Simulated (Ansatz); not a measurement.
Total energies of `[OH][Ga]([OH])[SeH]`.

```xyz
7

O     0.967   -0.576   -1.120
Ga    0.060    0.249    0.173
O     0.841    1.676    0.882
Se   -2.010   -0.363    0.996
H     0.531   -1.343   -1.495
H     1.696    1.863    0.486
H    -2.086   -1.507    0.078
```

Charge 0, multiplicity 1. Correlated methods include outer-core shells of Ga, Se, which these sets cover unevenly. Scalar relativity is left out up to krypton. All single points use the PBE0-D4/def2-TZVP geometry. It is one conformer, not always the lowest. Basis def2-TZVPP, the Gaussian-basis code of Ansatz.

RPA on PBE orbitals: Hartree–Fock energy of these orbitals -4474.67012 Eh, correlation -1.47860 Eh (frozen core).

```csv
functional,energy without D4 (Eh),D4 term (kJ/mol)
LDA (SPW92),-4471.30742,–
PBE,-4478.02617,-14.7
revPBE,-4478.44596,-36.6
BLYP,-4478.91923,-31.1
r2SCAN,-4478.74537,-3.3
PBE0,-4478.13937,-12.6
B3LYP,-4478.92319,-24.0
r2SCAN0,-4478.68634,-4.1
CAM-B3LYP,-4479.03322,-13.1
LC-ωPBE,-4478.17145,–
```

Question: Give the same for B97M-V, r2SCANh, HSE06 (plane-wave form), BHLYP, ωB97X-V, ωB97M-V, B2PLYP, PBE-QIDH. (Estimate.)

Answer: The calculation gave: 
```tsv
functional	energy without D4 (Eh)	D4 term (kJ/mol)
B97M-V	-4477.97945	–
r2SCANh	-4478.72098	-3.7
HSE06 (plane-wave form)	-4478.13549	-11.9
BHLYP	-4478.72235	-21.6
ωB97X-V	-4478.38600	–
ωB97M-V	-4478.55298	–
B2PLYP	-4478.00224	–
PBE-QIDH	-4477.47047	–
```

B3LYP takes the VWN-RPA correlation (the form of Gaussian; ORCA's B3LYP/G). HSE06 is the plane-wave form, built on full-range PBE exchange. The double hybrids freeze the cores in their second-order part.

LC-ωPBE has ω = 0.4 bohr⁻¹.
